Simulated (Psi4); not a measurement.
C₄H₅Cl (SMILES C=C=C(C)Cl), singlet, at a GFN2-xTB geometry. Base run: CCSD(T)/def2-SVP (Psi4 1.11).

Here is a job for Psi4.
```
memory 2 GB

molecule mol {
0 1
C     2.398750   -0.435344    0.391490
C     1.111252   -0.314258    0.322336
C    -0.175696   -0.181492    0.238519
C    -1.196903   -0.828416    1.114013
Cl   -0.846145    0.853260   -1.014258
H     2.926042   -1.209099   -0.144728
H     2.999324    0.223512    0.999343
H    -1.865042   -1.445609    0.515286
H    -1.794597   -0.068466    1.615061
H    -0.705679   -1.448699    1.859269
}

set {
  basis def2-svp
  reference rhf
  freeze_core true
}

energy('ccsd(t)')
print_variables()
```

The base run was repeated with changes; each row names its change, and settings that it needs were set with it.

```json
[
 {"change": "base", "ΔE vs base (kcal/mol)": "0.000", "MP2 correlation (Eh)": "-0.66442", "basis functions": "99", "core-seconds (rough)": "70"},
 {"change": "method = mp2", "ΔE vs base (kcal/mol)": "47.88", "MP2 correlation (Eh)": "-0.66408", "basis functions": "99", "core-seconds (rough)": "4"},
 {"change": "method = fno-ccsd(t)", "ΔE vs base (kcal/mol)": "0.000", "MP2 correlation (Eh)": "-0.66442", "basis functions": "99", "core-seconds (rough)": "80"},
 {"change": "method = mp4", "ΔE vs base (kcal/mol)": "…", "MP2 correlation (Eh)": "-0.66442", "basis functions": "99", "core-seconds (rough)": "40"},
 {"change": "method = dlpno-mp2", "ΔE vs base (kcal/mol)": "47.96", "MP2 correlation (Eh)": "-0.66396", "basis functions": "99", "core-seconds (rough)": "6"},
 {"change": "method = mp3", "ΔE vs base (kcal/mol)": "…", "MP2 correlation (Eh)": "-0.66408", "basis functions": "99", "core-seconds (rough)": "7"},
 {"change": "method = qcisd(t)", "ΔE vs base (kcal/mol)": "-0.305", "MP2 correlation (Eh)": "-0.66442", "basis functions": "99", "core-seconds (rough)": "50"},
 {"change": "method = ccsd", "ΔE vs base (kcal/mol)": "16.04", "MP2 correlation (Eh)": "-0.66442", "basis functions": "99", "core-seconds (rough)": "50"}
]
```

Question: Complete the blanks.

Answer: 
- method = mp4, ΔE vs base (kcal/mol): 0.67
- method = mp3, ΔE vs base (kcal/mol): 20.87
